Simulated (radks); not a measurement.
Ionisation of the strontium ion Sr9+, [Ar] 3d10 4s1, to [Ar] 3d10 as the strength of local exchange is varied. Method: non-relativistic Kohn-Sham, Slater X-alpha exchange (alpha = 2/3 is LDA exchange), no correlation, spin-polarised, spherical densities, point nucleus; open shells are filled with parallel spins first (spin-orbit coupling, left out, can overturn this in heavy ions); relativity is left out, which matters for an element this heavy; computed with a radial shooting solver on a logarithmic mesh with Libxc functionals.

alpha,E(Sr9+) (hartree),exchange (hartree),IE (eV),-e of the level emptied (eV),<r> of it (bohr)
0.552,-3086.48377,-76.01466,172.13,163.54 (4s),1.207
0.584,-3090.89315,-80.52121,172.92,164.39 (4s),1.204
0.667,-3102.35550,-92.26103,174.98,166.62 (4s),1.196
0.702,-3107.20006,-97.23359,175.85,167.56 (4s),1.192
0.711,-3108.44686,-98.51436,176.07,167.80 (4s),1.191
0.743,-3112.88343,-103.07521,176.87,168.66 (4s),1.188
0.838,-3126.08673,-116.67957,179.24,171.23 (4s),1.179

NIST Atomic Spectra Database: 177.3 eV (measured). The Delta-SCF value meets it near alpha = 0.76. Relativity is left out here, which matters for elements this heavy.
